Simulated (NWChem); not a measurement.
Molecule: CuPH₃I; SMILES [PH3]->[Cu][I]

def2 effective core potentials on I; no spin-orbit coupling.

Q: Give the equilibrium geometry at PBE0/def2-SVP with def2 effective core potentials on I (NWChem) as a list of bonds and angles, with the point group.

A: point group C3v; any orientation.
Bonded distances (Å): Cu1–I2 2.406, Cu1–P3 2.195, P3–H4 1.419, P3–H5 1.419, P3–H6 1.419. Angles (°): I2–Cu1–P3 179.8, Cu1–P3–H4 119.2, Cu1–P3–H5 119.3, Cu1–P3–H6 119.5, H4–P3–H5 98.0, H4–P3–H6 98.0, H5–P3–H6 98.0.
